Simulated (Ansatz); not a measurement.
Frontier orbitals of C3H5BO, SMILES `BC1=CCO1`.

Cartesian coordinates in Å:
```
B -0.153 1.701 0.937
C -0.039 0.411 0.137
C 0.099 -0.907 0.407
C 0.095 -1.147 -1.064
O -0.053 0.281 -1.256
H -0.270 2.757 0.395
H -0.122 1.618 2.128
H 0.178 -1.511 1.297
H -0.760 -1.692 -1.473
H 1.025 -1.511 -1.508
```

Total charge 0; spin multiplicity 1. The structure was optimised at the PBE0-D4/def2-TZVP level. Basis def2-TZVPP, the Gaussian-basis code of Ansatz.

Orbital energies of one run (eV). Highest occupied ones, from the top: -5.73, -7.89, -8.02, -8.12, -8.34, -10.39, -11.62, -11.89, -12.78, -13.57, -17.08, -18.65, -26.81, -177.61. Empty: -3.02, 0.56, 0.64, 0.93, 1.26, 1.88.

Which functional gave them?
A. r2SCANh
B. LC-ωPBE
C. BLYP
D. BHLYP

C. HOMO energies: BLYP -5.73, LC-ωPBE -9.66, BHLYP -8.08, r2SCANh -6.51 eV.

LC-ωPBE has ω = 0.4 bohr⁻¹.
